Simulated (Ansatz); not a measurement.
Reactions of C$_{2}$H$_{7}$MgNO, SMILES `C[N](C)[Mg][OH]`.

Isolated molecules relaxed with PBE0-D4/def2-TZVP in Ansatz; ΔE leaves out vibrations. CCSD(T)/CBS adds triple-zeta CCSD(T) − MP2 to the extrapolated MP2 energy (def2 sets, frozen cores). This one scheme is used for every species. Functionals use def2-TZVPP. B3LYP here is the variant with VWN-RPA as its local correlation; programs differ in this. For Mg outer-core shells are correlated without core-valence functions, which leaves a few kJ/mol of doubt a bond. One conformer a species, not always the lowest.

| reaction | CCSD(T)/CBS(def2) (kJ/mol) |
| --- | --- |
| `C[N](C)[Mg][OH]` + `O[SiH3]` → `[OH][Mg][O][SiH3]` + `CNC` | -115 |
| `C[N](C)[Mg][OH]` + `C=C(C)CN` → `C[N](C)[Mg][NH2]` + `C=C(C)CO` | ? |
| `C[N](C)[Mg][OH]` + H–F → `C[N](C)[Mg][F]` + H₂O | -60 |
| `C[N](C)[Mg][OH]` + CH₃SH → `C[S][Mg][OH]` + `CNC` | ? |
| `C[N](C)[Mg][OH]` + `CNC` → `C[N](C)[Mg][N](C)C` + H₂O | 70 |
| `C[N](C)[Mg][OH]` + CH₃OH → `C[O][Mg][OH]` + `CNC` | ? |
| `C[N](C)[Mg][OH]` + `CC(C)F` → `[CH3][Mg][N](C)C` + `CC(O)F` | 142 |
| `C[N](C)[Mg][OH]` + `[CH3][Mg][CH3]` → `[CH3][Mg][OH]` + `[CH3][Mg][N](C)C` | -10 |
| `C[N](C)[Mg][OH]` + H₂ → `C[N](C)[MgH]` + H₂O | 99 |

(1) Fill in the missing values. (Best estimate.)

Largest T1 diagnostic: 0.011, for `C[N](C)[Mg][F]`.

## Answers

(1) Computed: `C[N](C)[Mg][OH]` + `C=C(C)CN` → `C[N](C)[Mg][NH2]` + `C=C(C)CO`: +73.3 kJ/mol; `C[N](C)[Mg][OH]` + CH₃SH → `C[S][Mg][OH]` + `CNC`: -70.5 kJ/mol; `C[N](C)[Mg][OH]` + CH₃OH → `C[O][Mg][OH]` + `CNC`: -73.5 kJ/mol.
